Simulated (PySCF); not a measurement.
## Bi⁺ (bismuth, charge +1) across methods

[Xe] 4f14 5d10 6s1 6p3, high-spin 5S determinant (an excited configuration). Computed with PySCF 2.14 in def2-TZVPPD with the def2 core potential (60 electrons) (7s5p4d2f, 56 functions), with a scalar-relativistic core potential.

| method | E (hartree) | mean ε 5d β (eV) | mean ε 6s α (eV) | mean ε 6p α (eV) | Σ⟨r²⟩ (bohr²) | ⟨S²⟩ |
| --- | --- | --- | --- | --- | --- | --- |
| PBE | -214.0029 | -36.017 | -24.035 | -13.181 | 55.08 | 6.002 |
| r2SCAN | -214.1000 | -36.707 | -24.884 | -13.619 | 54.68 | 6.005 |
| PBE0 | -213.9976 | -38.464 | -26.026 | -14.342 | 54.90 | 6.003 |
| HSE06 | -213.9912 | -38.065 | -25.531 | -13.903 | 55.01 | 6.003 |
| LDA | -213.6715 | -36.088 | -24.246 | -13.288 | 55.15 | 6.002 |
| UHF | -213.06271 | -44.750 | -31.081 | -17.252 | 55.27 | 6.008 |
| MN15 | -213.5507 | -38.444 | -27.394 | -14.994 | 54.65 | 6.003 |
| LC-wPBE | -214.0393 | -41.095 | -29.582 | -17.000 | 54.68 | 6.004 |

Question: Estimate the same row for B97-3.

Answer: E (hartree) = -214.0249; mean ε 5d β (eV) = -38.670; mean ε 6s α (eV) = -25.956; mean ε 6p α (eV) = -14.227; Σ⟨r²⟩ (bohr²) = 54.83; ⟨S²⟩ = 6.002.

Energies and moments cover only the electrons outside the core potential. Spin-orbit coupling, which splits the p, d and f shells strongly at this Z, is absent. Spin-orbit coupling is strong in this species (close to jj coupling), so the high-spin LS determinant is a model state, not a physical level.
